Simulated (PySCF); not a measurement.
Species: C₇H₅ClO.
Cartesian coordinates in Å at the GFN2-xTB level; atoms count from 1:
```xyz
14
C7H5ClO angstrom
O     -2.208   -1.945   -0.086
C     -1.299   -1.126   -0.050
C     -1.610    0.299   -0.097
C     -0.809    1.388   -0.079
C      0.604    1.481   -0.005
C      1.500    0.463    0.071
Cl     3.177    0.899    0.153
C      1.258   -0.941    0.093
C      0.084   -1.600    0.042
H     -2.679    0.470   -0.159
H     -1.307    2.349   -0.129
H      1.007    2.486   -0.009
H      2.157   -1.543    0.160
H      0.125   -2.683    0.072
```

Computed at PBE0/pcSseg-1 (PySCF, non-relativistic), with Q(17O) = −0.0256 b, Q(35Cl) = −0.0817 b: O1, 17O (I = 5/2): χzz = 11.72 MHz, η = 0.243; Cl7, 35Cl (I = 3/2): χzz = -75.08 MHz, η = 0.134.

(1) Find the zero-field quadrupole resonance frequencies of 17O at O1.

(2) Where would the pure quadrupole (NQR) lines of 35Cl at Cl7 fall for the rigid, isolated species?

(3) Apply the simplest Townes–Dailey estimate (no s hybridisation, no π bonding), ionic character = 1 − χzz/χ0, where χ0 is the coupling for one missing p electron along the bond: −109.74 MHz for 35Cl.

Results:

(1) From the eigenvalues of H = χ/[4I(2I − 1)] × [3Iz² − I(I + 1) + η(Ix² − Iy²)], steps between neighbouring levels, labelled as for η = 0: ±1/2↔±3/2 1.868 MHz, ±3/2↔±5/2 3.475 MHz (carbonyl oxygen).

(2) From ν = (|χ|/2)√(1 + η²/3): ν = 37.65 MHz (chlorine bonded to C). For 37Cl the ratio of quadrupole moments, 0.7881, gives 29.68 MHz.

(3) Cl7 on C6: 1 − (-75.08)/(-109.74) = 0.32. In this model a purely covalent bond gives χ0 and a free halide ion gives zero; s hybridisation or π bonding, where present, is counted here as ionic character.

In a crystal, neighbours and librations shift these lines. GFN2-xTB bond lengths can be off by several hundredths of an ångström, more for odd bonds, and the gradients follow them. The small basis limits the accuracy of the gradients.
